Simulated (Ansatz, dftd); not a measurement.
System: BNH$_{2}$F, charge 0, doublet. BNH2F (SMILES [NH]BF, doublet).
B3LYP-D3(BJ)/def2-TZVP minimum from Ansatz (an electronic-structure program):
```
B
F 1 1.3326
N 1 1.3995 2 122.39
H 3 1.0123 1 128.61 2 -113.05
H 1 1.1998 2 119.18 3 173.49
```
Charge 0, spin multiplicity 2.

Quantity: atomisation energy (electronic, to ground-state atoms), in kcal/mol. Open shells are spin-unrestricted; no spin-orbit coupling. Correlated methods leave the cores frozen. Rows without X2C or -DK are non-relativistic. CBS(X,Y): correlation extrapolated as X^-3, Hartree-Fock from the larger set. A bracket is a step between two methods taken in the basis named. The functionals are non-relativistic, so their misses hold any scalar relativity. Double hybrids freeze cores in their MP2 part. 'core' is core correlation in cc-pwCVTZ, 'X2C' scalar relativity in cc-pVTZ-DK, both at CCSD(T). For partners of very few electrons the exact lower level stands in for a higher one.

```
level                                                                            program  atomisation energy (kcal/mol)  difference against the last row
------------------------------------------------------------------------  --------------  -----------------------------  -------------------------------
HF/cc-pVDZ                                                                        Ansatz                          304.4                           -128.9
PBE-D4/def2-TZVPD                                                         Ansatz + dftd4                          449.7                             16.4
r2SCAN-D4/def2-TZVPD                                                      Ansatz + dftd4                          439.1                              5.8
B3LYP-D4/def2-TZVPD                                                       Ansatz + dftd4                          439.8                              6.5
B2PLYP/def2-TZVPD                                                                 Ansatz                          432.7                             -0.6
B2GP-PLYP-D4/def2-TZVPD                                                   Ansatz + dftd4                          430.7                             -2.6
B2GP-PLYP/def2-TZVPD                                                              Ansatz                          430.3                             -3.0
MP2/cc-pVTZ                                                                       Ansatz                          428.9                             -4.4
CCSD/cc-pVTZ                                                                      Ansatz                          412.3                            -21.0
CCSD(T)/cc-pVQZ                                                                   Ansatz                          426.4                             -6.9
CCSD(T)/CBS(cc-pVTZ,cc-pVQZ) + core + X2C                                         Ansatz                          432.7                             -0.6
CCSDT(Q)/cc-pVDZ                                                                  Ansatz                          390.7                            -42.6
CCSD(T)/CBS(cc-pVTZ,cc-pVQZ) + [CCSDT(Q) - CCSD(T)]/cc-pVDZ + core + X2C          Ansatz                          433.3                              0.0
```
